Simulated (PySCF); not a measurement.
CH₇NOSi₂, SMILES C1N[SiH2]O[SiH2]1.

Geometry: TPSSh-D3(BJ)/def2-SVP. The structure was generated by enumeration, and PubChem lists no compound with its InChIKey, so it may never have been made. The values are those of a single conformer.

Two levels are set side by side: PBE/def2-TZVP (PySCF) and M06-2X/def2-TZVP (PySCF). Same geometry, gas phase. Differences are taken from unrounded values.

```tsv
quantity	M06-2X
orbital gap (eV)	9.16
highest occupied level (eV)	-8.20
lowest empty level (eV)	0.96
dipole moment (D)	2.06
mean polarisability (bohr³)	66.5
```

Problem. What does PBE give, and how far is it from M06-2X? (The exact figures need the calculation; the answer reports its results.)

Solution. 
```csv
quantity,PBE,PBE minus M06-2X
orbital gap (eV),4.78,-4.38
highest occupied level (eV),-5.50,2.70
lowest empty level (eV),-0.72,-1.68
dipole moment (D),2.10,0.04
mean polarisability (bohr³),70.7,4.2
```

Without exact exchange PBE keeps part of each electron's self-repulsion, which lifts occupied levels and narrows the gap. Loosely held outer electrons make PBE densities more polarisable. Differences between two approximate levels are no errors against the true value.

Rough cost on one machine, each run with all the roots and properties that it gave: M06-2X against PBE about 3 times.
